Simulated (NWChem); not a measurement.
# CH$_{5}$BeN; SMILES [NH2][Be][CH3]

All runs: NWChem. Coordinates come from a PBE0/def2-SVP optimisation. One conformer.

Diagonal of the polarisability tensor at PBE/def2-SVPD, static: 35.41, 49.45, 36.78 bohr³.

Task: Find the mean polarisability volume, the molar refraction, and the refractive index that an ideal gas of it would have at 273.15 K and 1 atm.

Result: 
1. Mean: one third of the trace = 40.55 bohr³ × 0.14818 Å³/bohr³ = 6.01 Å³.
2. Molar refraction (Lorentz-Lorenz): (4π/3) N_A α = 15.2 cm³/mol.
3. Number density p/kT = 2.687 × 10⁻⁵ Å⁻³; n − 1 = 2π N α = 10.14 × 10⁻⁴.
4. These hold the electronic response alone: vibrational and orientational terms add to the static dielectric constant.
